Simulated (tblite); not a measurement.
C7H14F2Si.
Numbering: `[CH3:1][C@@H:2]([CH2:3][F:4])[Si@:5]1([CH3:6])[CH2:7][C@@H:8]([F:9])[CH2:10]1` (hydrogens: H11, H12, H13 on C1; H14 on C2; H15, H16 on C3; H17, H18, H19 on C6; H20, H21 on C7; H22 on C8; H23, H24 on C10)

Structure optimised with GFN2-xTB, isolated species.

Q: Give the optimised bond lengths and angles.

A: 
```tsv
bond	length (Å)
C1–C2	1.526
C2–C3	1.520
C3–F4	1.377
C2–Si5	1.919
Si5–C6	1.897
Si5–C7	1.920
C7–C8	1.535
C8–F9	1.381
C8–C10	1.535
Si5–C10	1.920
C1–H11, C1–H12, C1–H13	1.087
C2–H14	1.094
C3–H15	1.094
C3–H16	1.096
C6–H17, C6–H18, C6–H19	1.086
C7–H20	1.087
C7–H21	1.086
C8–H22	1.095
C10–H23	1.086
C10–H24	1.086
```

Bonds in one row agree within 0.01 Å and their mean is given. A selection of angles:
```tsv
angle	degrees
C1–C2–C3	110.3
C1–C2–Si5	111.2
C3–C2–Si5	110.9
C2–C3–F4	110.9
C2–Si5–C6	114.7
C2–Si5–C7	115.1
C2–Si5–C10	114.4
C6–Si5–C7	116.1
C6–Si5–C10	114.8
C7–Si5–C10	76.3
Si5–C7–C8	90.4
C7–C8–F9	110.2
C7–C8–C10	101.2
F9–C8–C10	110.2
Si5–C10–C8	90.4
```

Dihedral angles: C1–C2–C3–F4 68° (synclinal); C1–C2–Si5–C6 -55° (synclinal); C2–Si5–C7–C8 -120° (anticlinal); Si5–C7–C8–F9 -105° (anticlinal); C7–C8–C10–Si5 -11° (synperiplanar); C2–Si5–C10–C8 121° (anticlinal).

The 4-membered ring Si5–C7–C8–C10 has internal angles of 76.3° to 101.2° (sum 358°, against 360° for a flat polygon); it is puckered, 0.07 Å rms from its mean plane, widest ring torsion 11°. Si5 (four-coordinate silicon) has angles from 76.3° to 116.1°. The C–Si distances run from 1.897 Å (Si5–C6, drawn single) to 1.920 Å (Si5–C10, drawn single), a spread of 0.023 Å. Of the pairs four or more bonds apart, F4···H17 is among the closest relative to their van der Waals radii: 2.58 Å, 97 % of the sum of Bondi's values.

Point group: C1 (no symmetry element, even within 0.4 Å). Its GFN2-xTB frequencies are all real (lowest 24 cm⁻¹). One conformer, not necessarily the lowest.

The numbers are calculated, not measured.
